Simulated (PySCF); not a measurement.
**UHF on B+ (boron, charge +1)**

Configuration: [He] 2s1 2p1, high-spin 3P determinant (an excited configuration). All numbers are calculated (PySCF 2.14, the spin-free X2C one-electron Hamiltonian (Gaussian nucleus), in dyall-acv3z (15s9p4d2f, 76 functions)).

```json
{
 "Total energy": "-24.129060 hartree",
 "One-electron energy": "-30.2018 hartree",
 "Hartree (Coulomb) energy": "9.6848 hartree",
 "Exchange energy": "-3.6121 hartree",
 "⟨S²⟩": "2.0000",
 "⟨L²⟩": "2.013",
 "Sum of ⟨r⟩": "4.197 bohr",
 "Sum of ⟨r²⟩": "7.823 bohr²",
 "Traceless quadrupole moment −½Σ⟨3z² − r²⟩ along its main axis": "-1.74 e·bohr²",
 "Langevin diamagnetic susceptibility": "-6.20 ×10⁻⁶ cm³/mol"
}
```

| shell | electrons | mean orbital energy (eV) | rms radius, mean of both spins (bohr) |
| --- | --- | --- | --- |
| 1s α | 1 | -223.02 | 0.379 |
| 1s β | 1 | -221.02 | 0.379 |
| 2s α | 1 | -26.709 | 1.91 |
| 2p α | 1 | -20.587 | 1.97 |

Spin-orbit constants ζ (cm⁻¹) from the X2C one-electron operator on these orbitals: bare nucleus, nucleus screened by l(l+1)(2l+1)/3 electrons, and screened by the Breit-Pauli mean field of the electrons.

```csv
shell,bare,screened nucleus,mean field
2p,33.01,19.81,15.12
```

To first order the Landé constant is A = 7.558 cm⁻¹, so the lowest level has J = 0 and lies 0.00187 eV below the centre of the term. This holds in LS coupling only.
